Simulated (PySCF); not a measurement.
Si(Me)(OH)3 (CH6O3Si), SMILES O[Si](O)(O)C. Atoms are numbered in the order given.

```xyz
11

C      0.0000     0.0000    -1.8449
Si     0.0000     0.0000     0.0070
O     -1.5445    -0.2427     0.5848
O      0.5621     1.4589     0.5848
O      0.9824    -1.2162     0.5848
H     -0.7771     0.6765    -2.2339
H      0.9744     0.3347    -2.2339
H     -0.1974    -1.0112    -2.2339
H     -1.6351    -0.9694     1.2121
H     -0.0220     1.9007     1.2121
H      1.6570    -0.9313     1.2121
```

Coordinates come from a B3LYP-D3(BJ)/def2-SVP optimisation. A frequency run showed that this geometry is not a minimum. The values are those of a single conformer.

Level of theory: PySCF with PBE/pcSseg-1.

GIAO shieldings, no solvent; atoms alike by connectivity are averaged. δ = σ(ref) − σ: ¹³C against TMS (σ = 182.0 ppm); ²⁹Si against TMS (σ = 335.4 ppm); ¹⁷O against H2O (σ = 334.3 ppm); ¹H against TMS (σ = 31.49 ppm), references at their B3LYP-D3(BJ)/def2-TZVP geometries, non-relativistic.

Computed chemical shifts:
```
nucleus         atoms  count  δ (ppm)
-------  ------------  -----  -------
¹³C                C1      1     -2.2
²⁹Si              Si2      1    -19.2
¹⁷O        O3, O4, O5      3     72.1
¹H       H9, H10, H11      3     1.90
¹H         H6, H7, H8      3     0.44
```
